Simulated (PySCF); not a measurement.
**Which element holds Cl most strongly?**

PBE0 in PySCF with def2-TZVPP on every atom (core potentials on Mo, Ru, Sn), for the lowest determinant that a PBE0 search found; no spin–orbit coupling. D0 is De less the harmonic zero-point energy.

```csv
M,state (unpaired electrons),Re (Å),ωe (cm⁻¹),D0(MCl) (eV)
Ru,"quartet (π ↑↑, δ ↑)",2.213,361,3.49
Mo,"sextet (σ ↑, π ↑↑, δ ↑↑)",2.281,380,3.77
Sn,doublet (π ↑),2.368,350,3.93
Ga,singlet (closed shell),2.216,367,4.82
Al,singlet (closed shell),2.146,474,5.13
C,doublet (π ↑),1.645,892,4.34
Zn,doublet (σ ↑),2.158,375,2.32
```

Task: Order the elements by D0 and give the energy of MoCl + Ru → RuCl + Mo.

Result: Al > Ga > C > Sn > Mo > Ru > Zn; ΔE = 3.77 − 3.49 = +0.28 eV at PBE0/def2-TZVPP. Close neighbours can swap at other levels.

The metal atom is held in its measured ground configuration; semilocal functionals can put another filling of s and d lower by some tenths of an eV, and De to that atom would be smaller. Spin–orbit coupling is left out, which matters for elements this heavy, above all for dissociation energies. States were picked by a PBE0 search and need not be the measured ground states.
